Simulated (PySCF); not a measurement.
## [NdOCl]− at several levels of theory

Computed with PySCF 2.14.0 (density fitting, no spin-orbit coupling) at the geometry relaxed with PBE0:

```xyz
3
[NdOCl]− (singlet in the valence; each metal's 4f electrons, 4 of them, lie in its core potential, out of spins and levels)
Nd    0.3250    0.0000   -0.3342
O     2.1263    0.0000    0.5662
Cl   -2.2681    0.0000    0.9043
```

| level | basis | state | HOMO (eV) | gap (eV) | charge on Nd1 (e) | population of f-type functions on Nd1 (polarisation alone where 4f lies in the core) | dipole about the centre of mass (D) | largest force component (eV/Å) |
| --- | --- | --- | --- | --- | --- | --- | --- | --- |
| PBE0 | Nd lcecp-0-SVP with ECP50, O def2-SVP, Cl def2-SVP | singlet | – | – | 0.21 | 0.05 | 7.31 | 0.01 |
| TPSSh | the same | singlet | – | – | 0.18 | 0.04 | 7.16 | 0.39 |
| wB97X | the same | singlet | – | – | 0.23 | 0.05 | 7.70 | 0.08 |

In the lcecp rows the 4f levels are missing from HOMO and gap, and the state counts the valence alone.

Charges are Mulliken's, which hang on the basis. The relaxation used the grid (50, 194), these runs (75, 302) or, all-electron (x2c bases, spin-free X2C Hamiltonian), (99, 590).

Q: What does PBE0 with Nd lcecp-0-TZVP with ECP50, O def2-TZVP, Cl def2-TZVP give here?

A: state singlet, charge on Nd1 (e) 0.61, population of f-type functions on Nd1 (polarisation alone where 4f lies in the core) 0.06, dipole about the centre of mass (D) 7.90, largest force component (eV/Å) 0.56. Time: 6.1 s on 2 threads of Arm Neoverse V1 (shared host), from free ions and atoms.

An lcecp potential fixes the number of 4f electrons, so in runs with it no electron can move into or out of that shell; real Nd(II) is rare or takes another configuration.

Small gap, closed shell not tested for a spin-broken solution: TPSSh.
